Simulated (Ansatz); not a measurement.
A set of 12 reactions (redistribution), with CCSD(T)/CBS values in kJ/mol:

| reaction | ΔE |
| --- | --- |
| `COB(C)OC` + `N[SiH2][AlH2]` → `CO[B](C)[AlH2]` + `CO[SiH2]N` | 58.8 |
| `[OH][Hf]([OH])([F])[F]` + `C[Se][Ti]([Cl])([Cl])[Cl]` → `C[Se][Hf]([OH])([F])[F]` + `[OH][Ti]([Cl])([Cl])[Cl]` | 25.1 |
| `N[AsH]S` + `[OH][GeH]([OH])[CH2]F` → `N[AsH]O` + `[OH][GeH]([SH])[CH2]F` | 9.3 |
| `O[SiH]1C=C1` + `CCC[SiH2]Cl` → `Cl[SiH]1C=C1` + `CCC[SiH2]O` | 17.0 |
| `C[SiH2]B(O)O` + `F[SiH2][SnH3]` → `OB(O)[SiH3]` + `C[SiH](F)[SnH3]` | -8.3 |
| `O[SiH2][TeH]` + `NC([SiH3])=S` → `NC(=S)[SiH2]O` + `[SiH3][TeH]` | -10.8 |
| `C[SiH2]N[SiH](O)O` + `O[SiH](F)S[SiH2]Cl` → `O[SiH](O)S[SiH](O)F` + `C[SiH2]N[SiH2]Cl` | -6.9 |
| `NB(Cl)O[SiH3]` + `B[Si](C)(C)F` → `CB(N)O[SiH3]` + `B[Si](C)(F)Cl` | -31.9 |
| `P[SeH]` + `CC[SiH](O)[SiH3]` → `CC[SiH](O)P` + `[SiH3][SeH]` | -71.2 |
| `COB(C)OC` + `C[O][Al]([NH2])[NH2]` → `COB(OC)OC` + `[CH3][Al]([NH2])[NH2]` | 6.8 |
| `CN([SiH2]O)[SiH2]Cl` + `C[SiH2][SiH2]O` → `O[SiH2][SiH2][SiH2]Cl` + `CN(C)[SiH2]O` | 127.8 |
| `[NH2][Al]([NH2])[Br]` + `C#[C][Al]([NH2])[F]` → `C#[C][Al]([NH2])[NH2]` + `[NH2][Al]([F])[Br]` | 4.4 |

Isolated molecules relaxed with PBE0-D4/def2-TZVP in Ansatz; ΔE leaves out vibrations. CCSD(T)/CBS adds triple-zeta CCSD(T) − MP2 to the extrapolated MP2 energy (def2 sets, frozen cores). This one scheme is used for every species. DFT in def2-TZVPP. def2 core potentials past Kr. For As, Br, Ge, Hf, Se, Sn, Te, Ti outer-core shells are correlated without core-valence functions, which leaves a few kJ/mol of doubt a bond. Scalar relativity is left out up to krypton. One conformer a species, not always the lowest.

Give the mean, mean absolute and largest difference (level minus CCSD(T)/CBS, kJ/mol) for: PBE-D4, r2SCAN-D4, PBE0-D4, ωB97X-V, ωB97M-V, PBE, MP2/def2-TZVPP, SCS-MP2/def2-TZVPP, CCSD(T)/def2-TZVPP, MP2/def2-QZVPP, SCS-MP2/def2-QZVPP, HF/CBS(def2), MP2/CBS(def2), CCSD/CBS(def2). (Estimate.)

Ansatz gave: 
| level | mean | mean absolute | largest |
| --- | --- | --- | --- |
| PBE-D4 | -2.2 | 5.1 | -21.5 |
| r2SCAN-D4 | -1.2 | 2.7 | -10.1 |
| PBE0-D4 | -1.6 | 4.2 | -14.4 |
| ωB97X-V | -1.8 | 3.3 | -18.5 |
| ωB97M-V | -1.7 | 2.6 | -15.2 |
| PBE | -2.3 | 5.8 | -25.9 |
| MP2/def2-TZVPP | 1.3 | 3.0 | 13.1 |
| SCS-MP2/def2-TZVPP | 1.1 | 1.9 | 6.3 |
| CCSD(T)/def2-TZVPP | -0.4 | 1.7 | -5.9 |
| MP2/def2-QZVPP | 1.6 | 3.5 | 16.7 |
| SCS-MP2/def2-QZVPP | 1.4 | 2.4 | 9.4 |
| HF/CBS(def2) | -0.7 | 5.3 | -31.5 |
| MP2/CBS(def2) | 1.8 | 3.9 | 19.0 |
| CCSD/CBS(def2) | -0.3 | 1.4 | -9.3 |

The largest T1 diagnostic in the set is 0.025, for `C[Se][Ti]([Cl])([Cl])[Cl]` (customary mark 0.02).

CCSD(T)/CBS is a level of theory with its own doubt, and the functionals carry their triple-zeta basis error, so these figures describe this set and don't rank the functionals.
